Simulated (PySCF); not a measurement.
MoCl3, SMILES [Cl][Mo]([Cl])[Cl] (connectivity only; charge and spin as stated), neutral, multiplicity 4.

Coordinates come from a PBE-D3(BJ)/def2-SVP optimisation. The spin state was assumed, not searched. The def2 effective core potentials stand for the cores of Mo; spin–orbit coupling is left out.

These are PBE-D3(BJ)/def2-SVP in PySCF values and carry that method's errors.

Frequencies are harmonic and unscaled.

Modes within 1.5 cm⁻¹ of each other (mostly degenerate sets) share a row, with their intensities summed.

**Question.** Give all harmonic wavenumbers and intensities. (The exact figures need the calculation; the answer reports its results.)

**Answer.** 
```
mode  ν (cm⁻¹)  IR (km/mol)  moving atoms (share of kinetic energy)
----  --------  -----------  --------------------------------------
1           73          3.2                        Mo 53 %, Cl 47 %
2–3         92          0.3                        Cl 86 %, Mo 14 %
4          363          0.0                                Cl 100 %
5–6        430        140.9                        Cl 62 %, Mo 38 %
```
